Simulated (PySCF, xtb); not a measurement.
GeH5O4, SMILES [OH][Ge]([OH])([OH])[OH2+], charge +1. One conformer was computed; it need not be the lowest.

Harmonic wavenumbers (cm⁻¹) from GFN2-xTB (xtb 6.7.1) at its own minimum, in rising order: 49, 136, 156, 200, 204, 206, 223, 240, 330, 373, 387, 474, 620, 701, 707, 773, 807, 812, 1392, 3465, 3479, 3518, 3520, 3535.

Task: What does PBE-D3(BJ)/def2-SVP (PySCF 2.14.0) give at its own minimum? (The exact figures need the calculation; the answer reports its results.)

Result: 75, 101, 189, 197, 216, 218, 249, 311, 326, 430, 477, 689, 714, 777, 782, 867, 882, 899, 1539, 3586, 3672, 3677, 3682, 3690. Paired by order, the mean absolute difference is 84 cm⁻¹ and the zero-point energies are 37.6 and 40.4 kcal/mol.
